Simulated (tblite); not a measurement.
Species: C₅H₁₂FNSi₂.
SMILES with atom numbers: `[CH3:1][C@H:2]([C:3]#[N:4])[CH2:5][SiH2:6][SiH2:7][CH2:8][F:9]` (hydrogens: H10, H11, H12 on C1; H13 on C2; H14, H15 on C5; H16, H17 on Si6; H18, H19 on Si7; H20, H21 on C8)

The geometry is computed with GFN2-xTB (gas phase).

Task: List the bond lengths, angles and torsions at this level.

Result: 
```json
{"bond": "C1–C2", "length (Å)": "1.529"}
{"bond": "C2–C3", "length (Å)": "1.446"}
{"bond": "C3≡N4", "length (Å)": "1.144"}
{"bond": "C2–C5", "length (Å)": "1.534"}
{"bond": "C5–Si6", "length (Å)": "1.912"}
{"bond": "Si6–Si7", "length (Å)": "2.318"}
{"bond": "Si7–C8", "length (Å)": "1.919"}
{"bond": "C8–F9", "length (Å)": "1.384"}
{"bond": "C1–H10, C1–H11, C1–H12", "length (Å)": "1.088"}
{"bond": "C2–H13", "length (Å)": "1.097"}
{"bond": "C5–H14", "length (Å)": "1.092"}
{"bond": "C5–H15", "length (Å)": "1.093"}
{"bond": "Si6–H16", "length (Å)": "1.471"}
{"bond": "Si6–H17", "length (Å)": "1.473"}
{"bond": "Si7–H18", "length (Å)": "1.470"}
{"bond": "Si7–H19", "length (Å)": "1.468"}
{"bond": "C8–H20", "length (Å)": "1.092"}
{"bond": "C8–H21", "length (Å)": "1.093"}
```

Bonds in one row agree within 0.01 Å and their mean is given. A selection of angles:
```json
{"angle": "C2–C1–H10", "degrees": "110.3"}
{"angle": "C2–C1–H12", "degrees": "110.5"}
{"angle": "H10–C1–H11", "degrees": "108.9"}
{"angle": "H10–C1–H12", "degrees": "108.5"}
{"angle": "C1–C2–C3", "degrees": "109.3"}
{"angle": "C1–C2–C5", "degrees": "112.8"}
{"angle": "C1–C2–H13", "degrees": "109.3"}
{"angle": "C3–C2–C5", "degrees": "108.5"}
{"angle": "C3–C2–H13", "degrees": "107.5"}
{"angle": "C5–C2–H13", "degrees": "109.4"}
{"angle": "C2–C3–N4", "degrees": "178.4"}
{"angle": "C2–C5–Si6", "degrees": "114.7"}
{"angle": "C2–C5–H14", "degrees": "108.6"}
{"angle": "C2–C5–H15", "degrees": "108.3"}
{"angle": "Si6–C5–H14", "degrees": "110.0"}
{"angle": "Si6–C5–H15", "degrees": "108.8"}
{"angle": "H14–C5–H15", "degrees": "106.2"}
{"angle": "C5–Si6–Si7", "degrees": "107.7"}
{"angle": "C5–Si6–H16", "degrees": "106.8"}
{"angle": "C5–Si6–H17", "degrees": "108.4"}
{"angle": "Si7–Si6–H16", "degrees": "114.2"}
{"angle": "Si7–Si6–H17", "degrees": "113.2"}
{"angle": "H16–Si6–H17", "degrees": "106.2"}
{"angle": "Si6–Si7–C8", "degrees": "107.6"}
{"angle": "Si6–Si7–H18", "degrees": "116.6"}
{"angle": "Si6–Si7–H19", "degrees": "114.6"}
{"angle": "C8–Si7–H18", "degrees": "104.3"}
{"angle": "C8–Si7–H19", "degrees": "106.0"}
{"angle": "H18–Si7–H19", "degrees": "106.7"}
{"angle": "Si7–C8–F9", "degrees": "109.3"}
{"angle": "Si7–C8–H20", "degrees": "113.4"}
{"angle": "Si7–C8–H21", "degrees": "113.0"}
{"angle": "F9–C8–H20", "degrees": "106.3"}
{"angle": "F9–C8–H21", "degrees": "106.1"}
{"angle": "H20–C8–H21", "degrees": "108.3"}
```

Dihedral angles: C1–C2–C5–Si6 -64° (synclinal); C2–C5–Si6–Si7 -166° (antiperiplanar); C5–Si6–Si7–C8 -162° (antiperiplanar); Si6–Si7–C8–F9 -48° (synclinal).

Si6 (SiH2 silicon) is distorted tetrahedral (angles from 106.2° to 114.2°). The C–C distances run from 1.446 Å (C2–C3, drawn single) to 1.534 Å (C2–C5, drawn single), a spread of 0.088 Å. Of the pairs four or more bonds apart, Si6···H11 is among the closest relative to their van der Waals radii: 2.99 Å, 90 % of the sum of Bondi's values. Si7 (SiH2 silicon) is distorted tetrahedral (angles from 104.3° to 116.6°).

Point group: C1 (no symmetry element, even within 0.4 Å). Its lowest GFN2-xTB frequency is 11 cm⁻¹, too small to tell a flat minimum from a shallow saddle. One conformer, not necessarily the lowest.
